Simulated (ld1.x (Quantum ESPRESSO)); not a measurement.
## Scattering properties, TM potential for helium

- Element: helium (He)
- Generator: ld1.x (Quantum ESPRESSO) 7.5
- Type: norm-conserving Troullier–Martins (Kleinman–Bylander form)
- Functional: PBEsol
- Relativity: non-relativistic
- Frozen core: none
- Valence charge: 2
- Reference configuration: 1s2
- Partial waves: 2p channel at 0.35 Ry: rc 0.60 bohr; 1s (bound): rc 0.65 bohr
- Local potential: the s channel
- Core correction: none

The phase is arctan(r·u′/u) with u = r·R(r), unwrapped; energies in Ry, scanned from -3 to 5 Ry. A pole is an energy at which the radial function vanishes at the test radius. The pseudo phase is shifted by a multiple of π to meet the all-electron one at the reference energy, and phase errors are pseudo minus all-electron; the curves can meet again beyond the range given. Levels narrower than the energy grid can be missing from the lists of poles.

**Question.** For each channel, where are the poles, and over which energies does the pseudopotential scatter like the atom?

**Answer.**

```json
{"channel": "s", "radius (bohr)": "0.70", "reference energy (Ry)": "-1.14", "poles, all-electron": "none", "poles, pseudo": "none", "unbroken range about the reference energy with phases within 0.05 rad": "the whole range", "phase error 1 Ry above the reference energy (rad)": "+0.000"}
{"channel": "p", "radius (bohr)": "0.70", "reference energy (Ry)": "0.35", "poles, all-electron": "none", "poles, pseudo": "none", "unbroken range about the reference energy with phases within 0.05 rad": "the whole range", "phase error 1 Ry above the reference energy (rad)": "-0.000"}
```

Phases in the p channel:

```csv
E (Ry),all-electron,pseudo
-3.00,1.087,1.087
-2.76,1.082,1.082
-2.52,1.077,1.077
-2.28,1.071,1.071
-2.04,1.065,1.065
-1.80,1.059,1.059
-1.56,1.053,1.053
-1.32,1.046,1.046
-1.08,1.040,1.040
-0.84,1.033,1.033
-0.60,1.026,1.026
-0.36,1.018,1.018
-0.12,1.011,1.011
0.12,1.003,1.003
0.36,0.995,0.995
0.60,0.987,0.987
0.84,0.978,0.978
1.08,0.969,0.969
1.32,0.960,0.960
1.56,0.950,0.950
1.80,0.941,0.941
2.04,0.930,0.930
2.28,0.919,0.919
2.52,0.908,0.908
2.76,0.897,0.897
3.00,0.885,0.885
3.24,0.872,0.872
3.48,0.859,0.859
3.72,0.846,0.846
3.96,0.832,0.832
4.20,0.817,0.817
4.44,0.802,0.801
4.68,0.786,0.785
4.92,0.769,0.768
```
